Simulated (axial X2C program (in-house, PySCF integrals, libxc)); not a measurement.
**LiRu⁺: from the spin-free to the two-component result**

Computed with an in-house all-electron X2C program for linear molecules (integrals from PySCF). Spin-free means the one-electron spin-free X2C Hamiltonian; two-component (2c) means X2C with spin–orbit coupling and atomic mean-field two-electron Coulomb and Gaunt terms, so the difference of the two also holds small scalar two-electron terms. Basis: Ru dyall-cv3z [12s12p8d5f3g], Li dyall-cv3z [7s8p2d] (cores contracted in-house); Gaussian nuclei, density fitting, unrestricted open shells. Masses: Ru 101.904 u, Li 7.016 u.

Spin-free state: M_S = 2, Λ = 2 (beyond evenly filled blocks: σα, π+α, π-α, δ+α, δ+β, δ-α); fragments Ru + Li+.

| level | Re (Å) | ωe (cm⁻¹) | De (eV) | μ (D) |
| --- | --- | --- | --- | --- |
| PBE0 | 2.790 | 258.9 | 0.905 | 7.78 |
| HF | 2.957 | 216.9 | 0.935 | 7.65 |
| MP2 | 2.799 | 254.4 | 0.764 | n/a |
| CCSD | 2.820 | 253.3 | 0.838 | n/a |
| CCSD(T) | 2.810 | 258.5 | 0.832 | n/a |
| PBE50 | 2.805 | 250.9 | 0.911 | 7.65 |

Correlated methods: 8 electrons correlated (number of frozen shells: Ru 4 s, 3 p, 1 d; Li 1 s), 266 virtual spin orbitals or spinors in MP2, 90 natural virtuals in coupled cluster.

Dipoles are positive if Li is the positive end and refer to the centre of mass.

Two-component determinant lowest at the distance of the search:

Ω = 4 (⟨Sz⟩ = 1.98, ⟨Lz⟩ = 2.02 at HF); fragments Ru + Li+.

```tsv
level	Re (Å)	ωe (cm⁻¹)	μ (D)
PBE0	2.789	259.1	7.77
HF	2.958	216.8	7.64
MP2	2.799	254.3	n/a
CCSD	2.820	253.1	n/a
CCSD(T)	2.811	258.2	n/a
PBE50	2.804	251.0	7.64
```

From the two tables, how do the constants change at the CCSD(T) level (2c against spin-free)?

At the CCSD(T) level Re is unchanged within 0.001 Å and ωe goes down by 0.3 cm⁻¹.

Occupations by symmetry block were frozen at the best pattern of an incomplete PBE0 search. Dissociation energies refer to the lowest single-determinant-based atoms at the same level and basis. De is not given where an atomic determinant may have missed its ground term or J level, or where the truncated virtual space spoils (T). Density functionals use the spin component along the axis (collinear). Coupled cluster ran in a truncated set of natural virtual spinors; the MP2 energy of the rest was added. (T) has no such correction and the atoms are truncated less, which lowers De at CCSD(T) by a hundredth of an eV or more. PBE0 can misorder states that lie within some tenths of an eV, so this need not be the ground state of the molecule. The nearest other spin-free determinant of the search, M_S = 2, Λ = 0, lies 0.07 eV up at the distance of the search. Without a current term, density functionals place determinants with orbital angular momentum somewhat too high. With several unpaired electrons one determinant need not be a pure state. Open-shell Ω = 0 determinants with evenly filled partner blocks cannot be reached by this program, so the Ω shown need not be the lowest component.
